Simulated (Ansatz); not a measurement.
# Relaxing a trial structure of C2H8BClSi

The starting geometry of this gas-phase singlet was optimised with GFN2-xTB; its bonds are those of `B[Si](C)(C)Cl`.

| atom | x (Å) | y (Å) | z (Å) |
| --- | --- | --- | --- |
| C | 1.6544 | 0.9063 | 1.4933 |
| C | -0.0331 | -0.7088 | -0.5038 |
| B | -1.1785 | -0.3137 | 2.5036 |
| Cl | -0.9669 | 2.2038 | 0.2945 |
| Si | -0.1486 | 0.4499 | 1.0215 |
| H | -2.1543 | 0.1795 | 2.9150 |
| H | -0.8327 | -1.3035 | 3.0197 |
| H | 2.2093 | 0.0292 | 1.8120 |
| H | 2.1835 | 1.3464 | 0.6526 |
| H | 1.6808 | 1.6256 | 2.3075 |
| H | 0.4708 | -1.6371 | -0.2526 |
| H | 0.5183 | -0.2412 | -1.3147 |
| H | -1.0190 | -0.9624 | -0.8845 |

Task: Where would you expect an optimisation with B3LYP-D3(BJ)/def2-SVP to take it?

Result: It keeps its bonds, and is `B[Si](C)(C)Cl`.

The energy falls by 0.15 eV over 6 steps:

```tsv
step	E − E(last) (eV)
1	0.147
2	0.022
3	0.001
4	0.000
5	0.000
6	0.000
```

Final geometry (Å):

```xyz
13

C     1.6521    0.9097    1.5072
C    -0.0458   -0.7161   -0.5029
B    -1.1554   -0.3128    2.4841
Cl   -0.9917    2.2531    0.2745
Si   -0.0979    0.4709    0.9609
H    -2.1636    0.1802    2.9228
H    -0.7676   -1.3376    2.9957
H     2.1882    0.0072    1.8441
H     2.2081    1.3526    0.6653
H     1.6466    1.6391    2.3318
H     0.4487   -1.6590   -0.2171
H     0.5196   -0.2627   -1.3330
H    -1.0572   -0.9506   -0.8690
```

No frequencies were run, so the end isn't proven a minimum. Run with Ansatz 0.2.0, 11 s on 2 threads of Intel(R) Xeon(R) 6975P-C (Granite Rapids) (shared host).
